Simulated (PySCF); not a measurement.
Compound: C₄H₇BO₂Si.
Cartesian coordinates in Å at the PBE0-D3(BJ)/def2-SVP level; atoms count from 1:
```xyz
15
C4H7BO2Si angstrom
O      2.5978    0.9874    0.8595
B      1.8897    0.0280    0.1887
O      2.5822   -0.9960   -0.3807
C      0.3387    0.0287    0.0417
C     -0.4876    1.0697    0.3178
C     -1.9380    0.8915    0.1052
C     -2.3359   -0.3127   -0.3602
Si    -0.7824   -1.3458   -0.5745
H      2.0352    1.6456    1.2761
H      3.5298   -0.9098   -0.2282
H     -0.1312    2.0447    0.6823
H     -2.6251    1.7167    0.3246
H     -3.3862   -0.5446   -0.5487
H     -0.7692   -2.5721    0.2808
H     -0.5336   -1.7483   -1.9918
```

NICS = −σ at a ghost point: NICS(0) at the centroid of the ring atoms, NICS(1) 1 Å to either side along the normal of their mean plane, zz for the tensor component along that normal. Level: GIAO PBE/pcSseg-1 (PySCF, non-relativistic, gas phase) on the PBE0-D3(BJ)/def2-SVP geometry, one conformer.

Ring bond lengths (Å): C4–C5 1.358, C5–C6 1.477, C6–C7 1.351, C7–Si8 1.878, Si8–C4 1.878.

Question: What do the NICS probes read (ppm)?

Answer: 
```
           ring                                                      type  NICS(0)  NICS(1), two faces  NICS(1)zz, two faces  rms pucker (Å)  centre to ring atoms, mean (Å)
C4–C5–C6–C7–Si8  5-membered ring with Si; formal bonds 2 double, 3 single      0.5         -2.3 / -2.3           -0.8 / -0.8            0.00                            1.35
```

Question: What do they say, and how far can they be read as aromaticity?

Answer: 
- C4–C5–C6–C7–Si8: mean NICS(1)zz -0.8 ppm, near zero. Si8 has four or more neighbours, so the value isn't read as a sign of a π ring current.

Question: How do the values depend on the level or the medium?

Answer: 
| level | NICS(0), C4–C5–C6–C7–Si8 | mean NICS(1)zz, C4–C5–C6–C7–Si8 |
| --- | --- | --- |
| PBE/pcSseg-1, gas | 0.5 | -0.8 |
| PBE0/pcSseg-1, gas | 0.7 | -0.4 |

The geometry is the same throughout.

Time: 31 s wall; peak memory 0.73 GiB. Hardware: an Intel Xeon Platinum 8488C with one thread, shared host with 96 logical CPUs at a one-minute load of 25. This is the whole shielding run at PBE/pcSseg-1, SCF included.
